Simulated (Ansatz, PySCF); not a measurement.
P (SMILES [P-]), charge -1, triplet (in this run its highest filled SCF level lies above zero, so its values depend strongly on the basis, on diffuse functions most of all). Base run: BLYP/def2-SVP run with PySCF.

PySCF was given this input:
```python
from pyscf import gto, scf, dft

mol = gto.Mole()
mol.atom = '''
    P     0.000000    0.000000    0.000000
'''
mol.basis = 'def2-svp'
mol.charge = -1
mol.spin = 2
mol.verbose = 4
mol.build()

mf = dft.UKS(mol)
mf.xc = 'blyp'
mf.kernel()
```

The same geometry, method and basis name were run in Ansatz (a first-principles code) and PySCF, at each program's defaults and at the settings that a row names. The base is PySCF at its defaults. Differences at the defaults can come from grids, fitting, cores and function types together.

| code and settings | ΔE vs base (mEh) | basis functions | E (Eh) | SCF cycles |
|---|---|---|---|---|
| PySCF, defaults (exact integrals, its default grid, spherical functions) | 0.000 | 18 | -341.13242 | 6 |
| Ansatz, defaults (factorised integrals, its default grid, spherical functions) | -0.001 | 18 | -341.13243 | - |
| PySCF, density fitting with def2-universal-jkfit | -0.030 | 18 | -341.13245 | 6 |
| PySCF, fine grid | 0.000 | 18 | -341.13242 | 6 |
| Ansatz, high accuracy | 0.000 | 18 | -341.13242 | - |

Open shells are given as the SCF converged; they aren't shown to be the lowest states, and a large step between rows can be another state.
